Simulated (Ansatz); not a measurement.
Br2Sn, charge +1, sextet, geometry from GFN2-xTB of the parent state (such geometries of metal compounds can be far from the true shape) (a state made from the parent by changing its charge; the spin is typed, not shown lowest) (all electrons, no relativity); SVWN5/STO-3G (Ansatz, a quantum-chemistry and plane-wave program).

Here is a job for Ansatz.
Ansatz 0.2 input:
```yaml
crystal:
  periodic: [false, false, false]
  atoms:
    - {symbol: Sn, position_ang: [-0.02282736, -0.00101572, 1.02101170]}
    - {symbol: Br, position_ang: [1.03639339, 1.68673076, -0.70481009]}
    - {symbol: Br, position_ang: [-1.00378288, -1.68527973, -0.75377805]}
basis:
  gaussian:
    orbitals: STO-3G
hamiltonian:
  xc: {name: SVWN5}
total_charge: 1
magnetization: {spin_polarized: true, initial_magnetization: 5}
```

Q: What does Ansatz print? Leave out banner, timings and long lists.

A: 
```
Functional definition: SVWN5
709 factors; integrals over basis functions are off by at most 2.2e-5 eV
mean field evaluation 1: about -300510.8194 eV, gradient 1.7e0 eV
mean field evaluation 2: about -300510.7477 eV, gradient 2.4e0 eV
mean field evaluation 4: about -300503.5821 eV, gradient 1.6e1 eV
mean field evaluation 8: about -300510.8331 eV, gradient 1.5e0 eV
mean field evaluation 16: about -300510.9328 eV, gradient 1.0e-5 eV
mean field evaluation 32: about -300510.8788 eV, gradient 2.1e-6 eV
mean field evaluation 64: about -300510.7780 eV, gradient 2.0e0 eV
mean field evaluation 96: about -300510.8954 eV, gradient 2.2e-1 eV
mean field evaluation 128: about -300510.7003 eV, gradient 3.4e-4 eV
mean field evaluation 160: about -300510.6618 eV, gradient 2.5e-1 eV
mean field -300510.93281858 eV, -11043.5730874566 hartree, gradient 1.8e-6 eV, S^2 8.750793; 16 other end points of the search recorded, 0 dependent functions left out
reference -300510.93283283 eV, -11043.5730879802 hartree; 62, 57 occupied and 1, 6 virtual orbitals, 709 factors
Total energy: -300510.93283283 eV, -11043.5730879802 hartree
```
